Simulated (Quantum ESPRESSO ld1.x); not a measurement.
Species: He0.5+. Configuration: 1s(up 1, down 0.5) (fractional occupations, a model configuration). Calculated with ld1.x of Quantum ESPRESSO 7.5: scalar-relativistic Kohn-Sham, LDA (Slater exchange, Perdew-Wang correlation), spin-polarised, spherical densities, point nucleus.

Normalised radial functions P(r) = r R(r), r in bohr:

```
   r/bohr * 1s down (the largest magnitude, 0.95, reaches the edge; | marks zero)
  0.03714 |         *
  0.04023 |          *
  0.04358 |          *
  0.04721 |           *
  0.05114 |            *
  0.05496 |             *
  0.05954 |              *
   0.0645 |               *
  0.06987 |                *
  0.07569 |                  *
  0.08199 |                   *
  0.08811 |                    *
  0.09545 |                      *
   0.1034 |                       *
    0.112 |                         *
   0.1213 |                          *
   0.1314 |                            *
   0.1424 |                              *
    0.153 |                               *
   0.1658 |                                 *
   0.1796 |                                   *
   0.1945 |                                     *
   0.2107 |                                       *
   0.2283 |                                         *
   0.2453 |                                          *
   0.2658 |                                            *
   0.2879 |                                              *
   0.3119 |                                               *
   0.3379 |                                                 *
    0.366 |                                                  *
   0.3933 |                                                   *
   0.4261 |                                                    *
   0.4616 |                                                     *
      0.5 |                                                      *
   0.5416 |                                                      *
   0.5868 |                                                      *
   0.6306 |                                                      *
   0.6831 |                                                     *
     0.74 |                                                    *
   0.8016 |                                                  *
   0.8684 |                                                 *
   0.9407 |                                              *
    1.019 |                                            *
    1.095 |                                          *
    1.186 |                                       *
    1.285 |                                   *
    1.392 |                                *
    1.508 |                             *
    1.634 |                         *
    1.756 |                      *
    1.902 |                   *
     2.06 |                *
    2.232 |             *
    2.418 |          *
    2.619 |        *
    2.815 |      *
    3.049 |    *
    3.303 |   *
    3.578 |  *
```

1s down: eigenvalue -24.562 eV, 0 radial nodes, <r> = 0.891 bohr, 90 % of the charge inside 1.62 bohr.
